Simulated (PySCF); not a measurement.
# Variants of one PySCF input: F4I

Base input, run as `OMP_NUM_THREADS=1 python input.py` with PySCF 2.14:

```python
from pyscf import gto, scf, mp

mol = gto.M(
    atom='I 0 0 0.1017; F 1.9332 0.0002 -0.1749; F -1.9332 -0.0001 -0.1749; F -0.0001 1.9332 -0.1744; F 0.0001 -1.9331 -0.1753',
    basis='3-21g',
    charge=0,
    spin=1,
    verbose=4,
)
mf = scf.UHF(mol)
mf.kernel()
mp.MP2(mf, frozen=22).kernel()
mf.dip_moment()
print('orbital energies (hartree):', [e[max(0, n-3):n+3].round(4) for e, n in zip(mf.mo_energy, mol.nelec)])
```

Base result: E(SCF) = -7282.619235 Eh, 14 cycles, E(MP2) − E(SCF) = -0.53577 Eh, ⟨S²⟩ = 0.814, μ(SCF) = 1.44 D. No relativity is included for the heavy element. The basis is very small, so the numbers show the basis as much as the system. No search for the lowest solution was made.

Run time: 2.7 s on 1 thread of Arm Neoverse N1 (shared host), peak memory 0.15 GiB.

Each row names what differs from the base; energies in brackets are changes from the base.

```tsv
change	result	wall time (s)
functional: none (Hartree–Fock) → o3lyp; SCF type: UHF → UKS; step after the SCF: mp2 → analyze	E(SCF) = -7288.546977 Eh, 11 cycles, ⟨S²⟩ = 0.754, μ(SCF) = 1.26 D	16
electric field along z (a.u.): none → 0.2 [unsound on purpose] [may be another electronic state]	E(SCF) = -7283.000634 Eh (-10.3784 eV), 12 cycles, E(MP2) − E(SCF) = -0.53218 Eh, ⟨S²⟩ = 0.759, μ(SCF) = 8.75 D	2.6
Cartesian functions: off → on	E(SCF) = -7283.154446 Eh (-14.5638 eV), 14 cycles, E(MP2) − E(SCF) = -0.53716 Eh, ⟨S²⟩ = 0.815, μ(SCF) = 1.44 D	2.9
second-order solver: off → on	E(SCF) = -7282.619235 Eh (+0.0000 eV), 3 cycles, E(MP2) − E(SCF) = -0.53577 Eh, ⟨S²⟩ = 0.814, μ(SCF) = 1.44 D	3.1
charge: 0 → 1; spin (2S): 1 → 2 [another spin of the ion may lie lower] [a high spin state]	E(SCF) = -7282.173987 Eh (+12.1158 eV), E(MP2) − E(SCF) = -0.56237 Eh, ⟨S²⟩ = 2.121	2.8
charge: 0 → 1; spin (2S): 1 → 0 [another spin of the ion may lie lower]	E(SCF) = -7282.197389 Eh (+11.4790 eV), E(MP2) − E(SCF) = -0.59612 Eh	2.9
cycle limit: 50 → 3 [unsound on purpose]	not converged: SCF after 3 cycles	2.6
basis set: 3-21g → sbkjc; core potential: off → on; frozen orbitals: 22 → 0	E(SCF) = -106.305652 Eh, 13 cycles, E(MP2) − E(SCF) = -0.48951 Eh, ⟨S²⟩ = 0.816, μ(SCF) = 1.57 D	1.6
```
